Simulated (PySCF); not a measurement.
Species: C5H9NO.
Cartesian coordinates in Å at the GFN2-xTB level; atoms count from 1:
```
atom  x, y, z in Å
C1    -1.6150   -0.3830    0.5739
C2    -0.5586   -0.6022   -0.4948
C3     0.7926   -1.0981    0.0625
C4     1.2822    0.3317   -0.0231
N5     2.0997    1.0635    0.5745
C6     0.1502    0.7197   -0.9405
O7    -0.4829    1.9474   -0.7776
H8    -2.0176   -1.3362    0.9098
H9    -2.4285    0.2173    0.1728
H10   -1.1943    0.1363    1.4334
H11   -0.9721   -1.1873   -1.3168
H12    0.7794   -1.5335    1.0608
H13    1.3234   -1.7675   -0.6124
H14    2.7147    0.5917    1.2351
H15    0.4508    0.6536   -1.9914
H16   -0.3314    2.2555    0.1224
```

Probes without a nucleus sit at each ring's centroid and 1 Å off its mean plane on both sides; NICS is minus the shielding there, NICSzz its component along the normal. Level: GIAO PBE0/pcSseg-1 (PySCF, non-relativistic, gas phase) on the GFN2-xTB geometry, one conformer.

Ring bond lengths (Å), with Mayer bond orders in brackets: C2–C3 1.543 (0.99), C3–C4 1.514 (0.96), C4–C6 1.508 (0.94), C6–C2 1.565 (0.94).

**Question.** What do the NICS probes read (ppm)?

**Answer.** 
```tsv
ring	type	NICS(0)	NICS(1), two faces	NICS(1)zz, two faces	rms pucker (Å)	centre to ring atoms, mean (Å)
C2–C3–C4–C6	4-membered carbocycle; formal bonds all single	-1.0	-2.8 / -3.1	-1.9 / -1.1	0.11	1.08
```

**Question.** What can be read from them?

**Answer.** 
- C2–C3–C4–C6: mean NICS(1)zz -1.5 ppm, near zero. C2, C3, C6 have four or more neighbours, so the value isn't read as a sign of a π ring current.

The run took 34 s on an Arm Neoverse N1 with one thread (shared host), and the process peaked at 0.74 GiB of memory. This is the whole shielding run at PBE0/pcSseg-1, SCF included.
